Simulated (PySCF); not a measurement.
# K: electron affinity

K⁻ [Ar] 4s2 → K [Ar] 4s1 [4s1/2^1, M_J = 1/2], as a difference of total energies. Calculation: PySCF 2.14, in x2c-SVPall-2c with one added diffuse shell each of s, d type (6s5p3d, 36 functions); the two-component X2C-1e Hamiltonian. Correlated levels: [Ne] frozen; the 6 highest virtual spinors dropped. "Screened" scales the spin-orbit matrix elements by Boettger's factors to mimic the two-electron term; Breit and QED terms are absent.

```json
{"method": "GHF (screened spin-orbit)", "electron affinity (eV)": "-0.078"}
{"method": "GMP2 (screened spin-orbit)", "electron affinity (eV)": "0.253"}
```

Errors of the correlated levels include the incompleteness of this basis, which has no added diffuse functions for the anion, and the frozen core.

A negative affinity means that the anion lies above the atom at that level of theory.

For comparison: 0.501 eV (measured; photodetachment measurements, as compiled on the Wikipedia data page of electron affinities).
